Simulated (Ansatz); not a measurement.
Molecule: sum formula SiHBr, net charge 0, singlet state. 
Coordinates optimised at B3LYP-D3(BJ)/def2-TZVP (Ansatz, a program for electronic structure):
```
Si
H 1 1.5241
Br 1 2.2668 2 94.17
```
Charge 0, spin multiplicity 1.

Basis-set convergence of Hartree-Fock and CCSD correlation energies (hartree) with Ansatz. Valence correlation only, unless marked. No spin-orbit coupling. The frozen core is the preceding noble-gas configuration, with the filled d and f shells of earlier blocks. Non-relativistic.

The Hartree-Fock reference is unstable (checked in the largest basis), which strains HF and MP2. 

```csv
basis,functions,E(HF),"E(corr, CCSD)"
def2-SVPD,73,-2861.51934,-0.23977
def2-TZVPPD,122,-2861.93285,-0.29431
def2-QZVPPD,207,-2861.99012,-0.31651
```

Extrapolating the two largest sets (X = 3 and 4) as X^-3: E(corr) = (64·(-0.31651) - 27·(-0.29431))/37 = -0.3327 Eh, an estimate of the basis-set limit. The largest set recovers 95.1 % of it, the smallest 72.1 %.
